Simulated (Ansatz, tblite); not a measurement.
Series GeMe2X2: gap (eV) at several levels, gas phase, relaxed structures; Ansatz, xTB through tblite. A dash marks a value that wasn't run or was left out as unsound. The structures are stationary points that may keep the symmetry of their start.

```csv
species,state,geometry,GFN1-xTB,GFN2-xTB,PBE-D4/def2-SVP,B3LYP-D4/6-31G,PBE0-D4/def2-SVP,PBE0-D4/def2-TZVP
GeF2Me2 (C2H6F2Ge),singlet,r2SCAN-D4/def2-SVP,7.08,8.23,7.49,9.29,9.93,9.58
Ge(CCH)2Me2 (C6H8Ge),singlet,PBE0-D4/def2-SVP,5.64,5.60,5.78,7.67,7.94,7.81
Ge(OEt)2Me2 (C6H16GeO2),singlet,PBE-D4/def2-SVP,7.01,7.05,5.98,7.91,8.44,8.05
GeMe2(NEt2)2 (C10H26GeN2),singlet,PBE-D4/def2-SVP,5.22,5.77,4.69,6.55,6.84,6.42
```

(1) Estimate the rows for Ge(SMe)2Me2 (C4H12GeS2) (singlet, r2SCAN-D4/def2-SVP geometry); GeEt2Me2 (C6H16Ge) (singlet, r2SCAN-D4/def2-SVP geometry).

(1) 
```tsv
species	state	geometry	GFN1-xTB	GFN2-xTB	PBE-D4/def2-SVP	B3LYP-D4/6-31G	PBE0-D4/def2-SVP	PBE0-D4/def2-TZVP
Ge(SMe)2Me2 (C4H12GeS2)	singlet	r2SCAN-D4/def2-SVP	5.25	4.09	5.07	6.69	7.26	6.89
GeEt2Me2 (C6H16Ge)	singlet	r2SCAN-D4/def2-SVP	7.00	8.68	6.78	–	8.86	8.29
```

Over the 5 species that have every level, the mean is 6.04 at GFN1-xTB, 6.15 at GFN2-xTB, 5.80 at PBE-D4/def2-SVP, 7.62 at B3LYP-D4/6-31G, 8.08 at PBE0-D4/def2-SVP, 7.75 at PBE0-D4/def2-TZVP. Orbital gaps grow with the share of exact exchange and aren't one observable across functionals.
